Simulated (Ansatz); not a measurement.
Cost and result for the atomization energy of CH6CuNO (`C[O][Cu-][NH3+]`) (10 atoms, 9 bonds).

```xyz
10

C     1.481   -1.159    1.243
O     1.323    0.075    0.636
Cu   -0.122    0.548   -0.297
N    -1.615    1.187   -1.324
H     0.721   -1.376    2.015
H     1.460   -2.009    0.537
H     2.458   -1.202    1.750
H    -1.597    0.826   -2.272
H    -2.496    0.908   -0.905
H    -1.613    2.201   -1.383
```

Charge 0, multiplicity 1. For Cu the d shell is correlated and the shells below it are frozen. Scalar relativity is left out up to krypton. Geometry: relaxed with PBE0-D4/def2-TZVP. It is one conformer, not always the lowest. Program: Ansatz. Hardware: A = 2 threads of a server CPU on a shared host; B = 2 threads of an AMD EPYC 7R13 on a shared host and a share of an NVIDIA H100 80 GB. Times are those of one run each, without the atoms' runs, and a repeat can differ threefold. Electronic energies, without spin–orbit coupling; frozen cores. CCSD(T)/CBS adds CCSD(T) − MP2 in def2-TZVPP to the MP2 limit, and its time is that of the two runs behind it. T1 = 0.023. With those shells the extrapolation isn't a true limit. B3LYP takes the VWN-RPA correlation (the form of Gaussian; ORCA's B3LYP/G). HSE06 is the plane-wave form, built on full-range PBE exchange.

CCSD(T)/CBS is a level of theory with its own doubt, some kJ/mol a heavy atom from the limit and from the frozen cores, so smaller differences don't rank the functionals.

```json
{"level": "LDA (SPW92)/def2-TZVPP [A]", "functions": "241", "wall time": "3 s"}
{"level": "revPBE-D4/def2-TZVPP [A]", "functions": "241", "wall time": "6.5 s"}
{"level": "r2SCAN-D4/def2-TZVPP (with forces) [A]", "functions": "241", "wall time": "9 s"}
{"level": "r2SCANh-D4/def2-TZVPP [A]", "functions": "241", "wall time": "11 s"}
{"level": "B3LYP-D4/def2-TZVPP (with forces) [A]", "functions": "241", "wall time": "13 s"}
{"level": "CCSD(T)/def2-TZVPP [B]", "functions": "241", "wall time": "13 s"}
{"level": "B2PLYP/def2-TZVPP [A]", "functions": "241", "wall time": "14 s"}
{"level": "CAM-B3LYP-D4/def2-TZVPP [A]", "functions": "241", "wall time": "14 s"}
{"level": "HSE06-D4/def2-TZVPP [A]", "functions": "241", "wall time": "16 s"}
{"level": "CCSD(T)/def2-SVP [A]", "functions": "103", "wall time": "22 s"}
{"level": "ωB97M-V/def2-TZVPP (with forces) [A]", "functions": "241", "wall time": "25 s"}
{"level": "CCSD(T)/def2-QZVPP [B]", "functions": "451", "wall time": "46 s"}
{"level": "CCSD(T)/CBS(def2)", "functions": "–", "wall time": "59 s"}
```

(1) What atomization energy does each give, and how far from CCSD(T)/CBS? (Estimate.)

Answers

(1) Ansatz gave: 
```tsv
level	atomization (kJ/mol)	difference from CCSD(T)/CBS	per bond
LDA (SPW92)/def2-TZVPP [A]	3881.3	527.2	58.6
revPBE-D4/def2-TZVPP [A]	3318.6	-35.5	-3.9
r2SCAN-D4/def2-TZVPP (with forces) [A]	3351.2	-2.9	-0.3
r2SCANh-D4/def2-TZVPP [A]	3315.0	-39.1	-4.4
B3LYP-D4/def2-TZVPP (with forces) [A]	3339.7	-14.4	-1.6
CCSD(T)/def2-TZVPP [B]	3251.1	-103.0	-11.4
B2PLYP/def2-TZVPP [A]	3314.5	-39.6	-4.4
CAM-B3LYP-D4/def2-TZVPP [A]	3364.1	10.0	1.1
HSE06-D4/def2-TZVPP [A]	3316.1	-38.0	-4.2
CCSD(T)/def2-SVP [A]	3141.4	-212.7	-23.6
ωB97M-V/def2-TZVPP (with forces) [A]	3350.6	-3.5	-0.4
CCSD(T)/def2-QZVPP [B]	3305.5	-48.6	-5.4
CCSD(T)/CBS(def2)	3354.1	0.0	0.0
```

From BLYP to BHLYP (50 % exact exchange), in def2-TZVPP and without D4, the atomization energy moves by −155.4 kJ/mol: exact exchange takes away binding that semilocal exchange gives to molecules. The D4 term adds +22.3 kJ/mol with B3LYP and +11.6 kJ/mol with PBE0; it sums over pairs of atoms, weighted by their polarisabilities, and B3LYP, whose exchange is more repulsive, gets the larger term. In def2-TZVPP, CCSD(T) changes the Hartree–Fock value by +1019.4 kJ/mol (the triples alone add +60.8 kJ/mol) and MP2 by +1080.2 kJ/mol; breaking electron pairs costs correlation energy, which Hartree–Fock lacks.
